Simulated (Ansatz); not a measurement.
## C3H2Cl3F: where a starting geometry ends

The starting geometry of this gas-phase singlet was optimised with GFN2-xTB; its bonds are those of `FCC(Cl)=C(Cl)Cl`.

```tsv
atom	x (Å)	y (Å)	z (Å)
C	-2.7037	-0.6232	1.1695
C	-1.2085	-0.4744	1.1555
C	-0.4366	-0.8796	0.1411
Cl	-0.4994	0.2983	2.5185
Cl	-1.0944	-1.6623	-1.2341
Cl	1.2637	-0.6840	0.1214
F	-3.2839	0.2370	0.2710
H	-3.1066	-0.3749	2.1540
H	-3.0020	-1.6333	0.8695
```

Q: Predict what it relaxes into with PBE-D3(BJ)/def2-SVP.

A: It keeps its bonds, and is `FCC(Cl)=C(Cl)Cl`.

The energy falls by 0.10 eV over 16 steps:

```
step  E − E(last) (eV)
   1             0.100
   3             0.039
   4             0.035
   6             0.028
   8             0.015
   9             0.009
  11             0.002
  13             0.000
  14             0.000
  16             0.000
```

Final geometry (Å):

```xyz
9

C    -2.7259   -0.5876    1.1267
C    -1.2368   -0.4053    1.0780
C    -0.4024   -0.9906    0.1760
Cl   -0.5994    0.6764    2.2761
Cl   -0.9801   -2.0652   -1.0606
Cl    1.3042   -0.7468    0.1766
F    -3.3796    0.6059    0.8697
H    -3.0165   -0.9354    2.1436
H    -3.0349   -1.3477    0.3804
```

No frequencies were run, so the end isn't proven a minimum. Run with Ansatz 0.2.0, 32 s on 2 threads of Intel(R) Xeon(R) Processor @ 2.70GHz, on a shared host.
